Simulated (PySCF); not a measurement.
## SMILES CS[Si@@]1(C)C[C@@H]1CC=O, C6H12OSSi

Geometry:
| atom | x (Å) | y (Å) | z (Å) |
| --- | --- | --- | --- |
| C1 | 2.816 | 0.016 | 1.441 |
| S2 | 2.674 | -0.371 | -0.336 |
| Si3 | 0.632 | 0.224 | -0.635 |
| C4 | 0.232 | 1.975 | -0.037 |
| C5 | -0.244 | -0.492 | -2.142 |
| C6 | -0.650 | -1.153 | -0.808 |
| C7 | -2.044 | -0.941 | -0.280 |
| C8 | -2.041 | -0.542 | 1.168 |
| O9 | -1.073 | -0.195 | 1.786 |
| H10 | 2.815 | 1.093 | 1.573 |
| H11 | 1.994 | -0.437 | 1.983 |
| H12 | 3.762 | -0.397 | 1.774 |
| H13 | 0.981 | 2.679 | -0.388 |
| H14 | 0.211 | 2.012 | 1.048 |
| H15 | -0.737 | 2.298 | -0.402 |
| H16 | -1.019 | 0.089 | -2.621 |
| H17 | 0.258 | -1.136 | -2.848 |
| H18 | -0.324 | -2.182 | -0.712 |
| H19 | -2.675 | -1.826 | -0.396 |
| H20 | -2.538 | -0.125 | -0.817 |
| H21 | -3.038 | -0.572 | 1.648 |

Theory: GIAO B97-D/def2-SVP magnetisability, rotational g tensor and spin-rotation constants, non-relativistic, gas phase in PySCF. Geometry: GFN2-xTB.

Question: Give the nuclear spin-rotation constants along the inertial axes (H = +C I·J) beside the isotropic shieldings.

Answer: Rotational constants 1.6489, 0.8480, 0.7248 GHz. A star marks the isotopologue with that one atom substituted, in its own axes.
| atom | isotope | Caa (kHz) | Cbb (kHz) | Ccc (kHz) | mean (kHz) | σ (ppm) |
| --- | --- | --- | --- | --- | --- | --- |
| H10 | 1H | -0.157 | -0.089 | 0.011 | -0.078 | 29.7 |
| H11 | 1H | -0.007 | -0.077 | -0.059 | -0.048 | 29.2 |
| H12 | 1H | -0.024 | -0.091 | -0.051 | -0.055 | 30.0 |
| H13 | 1H | -0.070 | -0.101 | -0.040 | -0.070 | 31.4 |
| H14 | 1H | -0.186 | 0.015 | -0.079 | -0.084 | 30.8 |
| H15 | 1H | -0.058 | -0.098 | -0.062 | -0.072 | 32.4 |
| H16 | 1H | -0.115 | -0.079 | -0.044 | -0.079 | 31.9 |
| H17 | 1H | -0.157 | -0.017 | -0.062 | -0.079 | 30.8 |
| H18 | 1H | -0.185 | -0.102 | 0.013 | -0.091 | 31.6 |
| H19 | 1H | -0.081 | -0.069 | -0.028 | -0.059 | 28.6 |
| H20 | 1H | -0.173 | -0.074 | -0.007 | -0.085 | 30.2 |
| H21 | 1H | 0.149 | -0.046 | -0.063 | 0.013 | 22.2 |
| C1 | 13C* | 0.225 | 0.096 | 0.095 | 0.139 | 177.3 |
| S2 | 33S* | 0.284 | 0.119 | 0.132 | 0.178 | 697.0 |
| Si3 | 29Si* | -0.748 | -0.529 | -0.320 | -0.533 | 455.0 |
| C4 | 13C* | 0.146 | 0.102 | 0.077 | 0.108 | 192.2 |
| C5 | 13C* | 0.168 | 0.143 | 0.072 | 0.128 | 180.4 |
| C6 | 13C* | 0.197 | 0.117 | 0.076 | 0.130 | 181.9 |
| C7 | 13C* | 0.331 | 0.134 | 0.133 | 0.200 | 141.9 |
| C8 | 13C* | 0.843 | 0.377 | 0.156 | 0.459 | 2.6 |
| O9 | 17O* | -1.446 | -0.619 | -0.002 | -0.689 | -259.1 |

For the geometry as given, no vibrational averaging.
